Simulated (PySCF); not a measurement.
MnO3, doublet: computed properties

All numbers come from PySCF, UPBE0, basis Mn def2-TZVP, O def2-TZVP (no relativity, density fitting).

The structure is a minimum.

```xyz
4
charge 0 multiplicity 2, angstrom
Mn    0.0000    0.0000    0.0000
O     1.5641    0.0000    0.0000
O    -0.7821    1.3545    0.0000
O    -0.7820   -1.3545    0.0000
```

| Item | Value |
| --- | --- |
| Point group | D3h |
| Bond lengths | Mn–O 1.564 Å (×3) |
| Bond angles | O–Mn–O 120.0° (×3) |
| Lowest empty level (α) | -5.33 eV |
| Atomisation energy without zero-point energy | 1075 kJ/mol |
| Heat capacity Cp at 298.15 K | 60.6 J/(mol K) |
| Rotational constants | 0.2872, 0.2872, 0.1436 cm⁻¹ |
| Principal quadrupole moments (Buckingham, traceless) about the centre of mass | -3.43, -3.43, 6.86 D Å |
| Entropy at 298.15 K and 1 bar (electronic part: spin only) | 285.6 J/(mol K) |
| Spin squared ⟨S²⟩ | 0.969 |
| Rotational symmetry number | 6 |
| Highest occupied level (α) | -9.76 eV |
| Principal polarisabilities | 21.2, 45.4, 45.4 bohr³ |
| Zero-point energy | 21.2 kJ/mol |
| Dipole moment | 0.00 D |
| Enthalpy at 298.15 K above 0 K | 14.13 kJ/mol |

Harmonic modes (masses in u: Mn 54.938, O 15.995):
```csv
symmetry,ω (cm⁻¹),"IR (km/mol, summed over degenerate members)"
a2'',99,48.0
e',354,0.8
a1',869,0.0
e',935,143
```

In D3h the vibrations span a2'' + 2e' + a1'. The a1' mode carries no infrared intensity, as symmetry demands.

Charges (e):
| atom | Mulliken | Löwdin | polar tensor | spin (Mulliken) | Mayer order to Mn1 |
| --- | --- | --- | --- | --- | --- |
| Mn1 | 1.35 | 0.41 | 1.17 | 1.74 | – |
| O2,3,4 | -0.45 | -0.14 | -0.39 | -0.25 | 1.76 |

Mulliken populations on Mn1: s 6.18, p 12.35, d 5.11, f 0.01.

Formally Mn is in oxidation state +6, d1, with 1 unpaired electron. The Mulliken spin on Mn is 1.74. The polar-tensor charge on Mn, 1.17, is far below the formal one.

The determinant is spin-contaminated (⟨S²⟩ = 0.97, pure value 0.75). Only a few start shapes were tried, so a lower isomer may exist. With open d or f shells other occupations or spin states may lie lower.

The final relaxation and frequency run took 70 s on 4 threads of a shared Intel Xeon @ 2.70GHz host, with 138 basis functions and 8 gradients; the process peaked at 1.5 GiB.
